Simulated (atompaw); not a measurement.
**u(r) = r·R(r): atom against pseudo-atom (Cl)**

Columns: radius, all-electron u(r) and pseudo u(r) of the 3p shell (level -8.87 eV) of chlorine in the configuration [He] 2s2 2p6 3s1.5 3p5.5; PBE, scalar-relativistic, PAW (atompaw) scheme, atompaw 4.2.0.5.

```tsv
r (bohr)	all-electron	pseudo
0.027	-0.0261	-0.0139
0.054	-0.0829	-0.0542
0.081	-0.1492	-0.1175
0.108	-0.2131	-0.1979
0.135	-0.2680	-0.2883
0.162	-0.3109	-0.3808
0.188	-0.3400	-0.4644
0.215	-0.3574	-0.5385
0.242	-0.3628	-0.5937
0.269	-0.3573	-0.6258
0.296	-0.3422	-0.6328
0.323	-0.3190	-0.6147
0.350	-0.2890	-0.5737
0.377	-0.2536	-0.5134
0.404	-0.2139	-0.4386
0.431	-0.1708	-0.3548
0.458	-0.1254	-0.2672
0.485	-0.0784	-0.1806
0.512	-0.0305	-0.0984
0.538	0.0160	-0.0258
0.565	0.0640	0.0418
0.592	0.1116	0.1016
0.619	0.1582	0.1548
0.646	0.2036	0.2029
0.673	0.2476	0.2476
0.700	0.2901	0.2901
```

Question: How many radial nodes do the two functions have?

Answer: The all-electron 3p function has n − l − 1 = 1; the pseudo-wave has 1, since 1 lower shell of the same l stays in the valence.

Question: Is the pseudo-wave norm-conserving?

Answer: No, it belongs to a PAW set: the norm inside the radius is not constrained, and the difference is carried by the augmentation charge.
